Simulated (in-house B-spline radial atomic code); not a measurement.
Radial electron density of Ti IV (Ti3+), [Ar] (3d3/2)1. Level of theory: Dirac-Hartree-Fock, average of the jj configuration, Fermi nucleus of rms radius 3.5921 fm; calculated with an all-electron radial atomic-structure program (B-spline basis).

Columns: r (bohr), 4πr²n(r) (electrons per bohr), bar.

```
 0.00268   0.6201 #
 0.00321   0.8651 #
 0.00385    1.204 ##
 0.00461    1.662 ###
 0.00552    2.279 ####
 0.00662    3.109 #####
 0.00792    4.183 #######
 0.00949     5.58 #########
  0.0114     7.37 ############
  0.0136    9.483 ###############
  0.0163    12.05 ###################
  0.0195    14.93 ########################
  0.0234    18.06 #############################
   0.028    21.09 #################################
  0.0336    23.75 ######################################
  0.0402    25.57 ########################################
  0.0481    26.22 #########################################
  0.0577    25.52 ########################################
  0.0691     23.7 #####################################
  0.0827    21.44 ##################################
  0.0991    19.79 ###############################
   0.119    19.76 ###############################
   0.142    21.68 ##################################
    0.17    24.87 #######################################
   0.204    27.62 ############################################
   0.244    27.84 ############################################
   0.292    24.55 #######################################
    0.35    18.51 #############################
    0.42    12.21 ###################
   0.502    8.401 #############
   0.602    7.819 ############
   0.721    9.162 ##############
   0.863    10.07 ################
    1.03    9.177 ###############
    1.24    6.624 ##########
    1.48    3.875 ######
    1.78    1.739 ###
    2.13   0.6266 #
    2.55   0.1778 
    3.05  0.04077 
    3.66 0.007257 
    4.38 0.0009961
```

On this grid the curve has 3 maxima, near 0.0481, 0.244, 0.863 bohr.

The 3d3/2 radial function P(r) = rR(r), positive near the nucleus, with its small component Q(r) (sign convention: Q ≈ (P' + κP/r)/2c):

```csv
r (bohr),P,Q
0.028,0.001292,0.0007893
0.0402,0.003484,0.00147
0.0577,0.009105,0.00263
0.0827,0.02272,0.004455
0.119,0.054,0.007066
0.17,0.1171,0.01015
0.244,0.2332,0.01308
0.35,0.4135,0.01468
0.502,0.6381,0.01382
0.721,0.8292,0.01026
1.03,0.8715,0.005607
1.48,0.7129,0.001837
2.13,0.421,-8.524e-07
3.05,0.1592,-0.000289
4.38,0.03035,-9.573e-05
```
